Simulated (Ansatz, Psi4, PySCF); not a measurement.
Process, species as SMILES: OB(O)P [phosphanylboronic acid] → OB(O)[PH-] + H+

Property: gas-phase deprotonation energy (enthalpy at 298 K), in kcal/mol. Conventions: 6-311+G** with 5d, 6d on Na to Ar in Ansatz (a program for electronic structure); spin-orbit terms left out; frozen cores in correlated levels; non-relativistic; six Cartesian d functions in 6-31G* and its kin unless marked 5d; no dispersion term unless named. CBS marks a two-point X^-3 extrapolation of the correlation energy; Hartree-Fock from the larger set. Ab initio and DFT rows: single points at B3LYP-D3(BJ) geometries (Ansatz), with unscaled harmonic terms from B3LYP/6-31G* (Ansatz) at its own minima. Sets without +, aug- or the D of def2-TZVPD hold no diffuse functions, which anions need.

Coupled cluster (Ansatz) is a level with limits of its own, used here on species with T1 under 0.025 (0.045 for open shells) and stable references: CCSD(T)/CBS(aug-cc-pV(T+d)Z,aug-cc-pV(Q+d)Z).

Value to compare with, CCSD(T)/CBS(aug-cc-pV(T+d)Z,aug-cc-pV(Q+d)Z) (Ansatz): 353.8 kcal/mol.

```
level               program  gas-phase deprotonation energy (enthalpy at 298 K) (kcal/mol)  difference
------------------  -------  -------------------------------------------------------------  ----------
HF/6-31G*            Ansatz                                                          365.5        11.7
PBE/6-31G*           Ansatz                                                          361.7         7.9
B3LYP/6-31G*         Ansatz                                                          364.7        10.9
B3LYP/cc-pVDZ        Ansatz                                                          366.4        12.6
wB97X-D/6-311+G**      Psi4                                                          355.6         1.8
MP2/3-21G            Ansatz                                                          359.2         5.4
MP2/6-31G*           Ansatz                                                          360.9         7.1
MP2/6-311+G**        Ansatz                                                          355.4         1.6
B3PW91/6-31G* (5d)    PySCF                                                          363.6         9.8
B3LYP/def2-TZVPD     Ansatz                                                          356.1         2.3
```

Among the 9 habitual levels, B3LYP/cc-pVDZ lies farthest from CCSD(T)/CBS(aug-cc-pV(T+d)Z,aug-cc-pV(Q+d)Z) (Ansatz) (12.6 kcal/mol); 9 of 9 lie above it, and their mean absolute difference is 7.6 kcal/mol, the median 7.9. One case shows no general order.

The levels are drawn from those run, B3LYP/6-31G* more often than the rest, none by its result; left out are runs that failed, that the program found above a lower state of the same kind, or whose <S^2> lies over 0.5 above the pure value.
